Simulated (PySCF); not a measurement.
## Nuclear quadrupole coupling in trifluoromethanesulfonate

Compound: trifluoromethanesulfonate, CF3O3S (charge -1).
Geometry (PBE0-D3(BJ)/def2-SVP, Å), atoms numbered from 1 in this order:
```
atom  x, y, z in Å
O1     1.4010   -0.0448    1.1197
S2     0.8966   -0.0305   -0.2606
O3     1.1565    1.2000   -1.0209
O4     1.0530   -1.2857   -1.0091
C5    -0.9426    0.0561   -0.0016
F6    -1.2911    1.1423    0.6998
F7    -1.4068   -1.0074    0.6672
F8    -1.6111    0.1092   -1.1611
```

Field gradients from the PBE0/pcSseg-1 density (PySCF, non-relativistic), principal values in atomic units, ordered |Vxx| ≤ |Vyy| ≤ |Vzz|:

```
atom      Vxx      Vyy     Vzz
  O1  -0.5022  -0.9333  1.4355
  S2  -0.2724  -0.2739  0.5464
  O3  -0.5022  -0.9332  1.4354
  O4  -0.5000  -0.9365  1.4365
```

**Question.** Find the asymmetry η = (Vxx − Vyy)/Vzz and the couplings χ = eQV/h (234.96 MHz × Q in barn × V in au), with Q(17O) = −0.0256 b, Q(33S) = −0.0678 b.

**Answer.** 
```csv
atom,environment,nucleus,η,χzz (MHz),χxx (MHz),χyy (MHz)
O1,oxygen bonded to S,17O,0.30,-8.63,3.02,5.61
S2,sulfonyl sulfur,33S,0.00,-8.70,4.34,4.36
O3,oxygen bonded to S,17O,0.30,-8.63,3.02,5.61
O4,oxygen bonded to S,17O,0.30,-8.64,3.01,5.63
```

The gradient is axial or nearly so (η below 0.05) at S2. The tensor is traceless: Vxx + Vyy + Vzz = 0.

**Question.** What is Vzz at O1 in SI units (1 au = 9.71736 × 10²¹ V/m²)?

**Answer.** 1.4355 au = 13.949 × 10²¹ V/m².

**Question.** And the gradient at the other heavy atoms, for which no coupling is worked out here?

**Answer.** 
| atom | environment | Vzz (au) | η |
| --- | --- | --- | --- |
| C5 | CF3 carbon | -0.504 | 0.00 |
| F6 | fluorine of a CF3 group | 2.861 | 0.02 |
| F7 | fluorine of a CF3 group | 2.860 | 0.02 |
| F8 | fluorine of a CF3 group | 2.860 | 0.02 |

Isolated species at its PBE0-D3(BJ)/def2-SVP geometry, gas phase. The pcSseg-1 basis has no diffuse functions, a weakness for an anion. With a basis this small, the couplings can be 20 % off.

The run behind these numbers computed NMR shieldings as well. Time: 12 s wall. Hardware: Arm Neoverse V1, one thread (shared host).
